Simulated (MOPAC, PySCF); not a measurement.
CH12OSi4, SMILES `CO[Si]([SiH3])([SiH3])[SiH3]` (C–O–Si–Si torsion 60°), neutral singlet in the gas phase. 

Z-matrix (Å, degrees):
```
Si
O 1 1.6843
C 2 1.4089 1 123.94
H 3 1.1011 2 108.64 1 -179.96
H 3 1.1068 4 108.11 2 121.81
H 3 1.1068 4 108.11 5 116.39
Si 1 2.3473 2 106.11 3 179.97
H 7 1.4923 1 110.73 2 60.67
H 7 1.4923 8 109.24 1 122.25
H 7 1.4938 8 108.85 9 118.73
Si 1 2.3629 2 111.38 3 -60.26
H 11 1.4935 1 111.17 2 -57.92
H 11 1.4940 12 108.81 1 119.56
H 11 1.4945 12 108.46 13 117.60
Si 1 2.3629 2 111.38 3 60.22
H 15 1.4935 1 111.17 2 57.82
H 15 1.4941 16 108.81 1 -119.57
H 15 1.4945 16 108.46 17 -117.61
```
Charge 0, multiplicity 1.

All levels are single points at this geometry (B3LYP-D3(BJ)/def2-SVP); Pople sets use spherical d functions. Orbital energies aren't observables, and empty levels follow the basis.

AM1 in MOPAC gives HOMO (eV) = -9.77.

Task: Estimate the HOMO (eV) from each of these levels: B3LYP-D3(BJ)/def2-TZVP in PySCF; PBE-D3(BJ)/def2-TZVP in PySCF; B3LYP/6-31G* in PySCF; PBE/6-31G* in PySCF; SVWN5/6-31G* in PySCF.

Result: 
```csv
level,HOMO (eV)
B3LYP-D3(BJ)/def2-TZVP in PySCF,-7.13
PBE-D3(BJ)/def2-TZVP in PySCF,-6.14
B3LYP/6-31G* in PySCF,-6.96
PBE/6-31G* in PySCF,-5.95
SVWN5/6-31G* in PySCF,-6.01
```
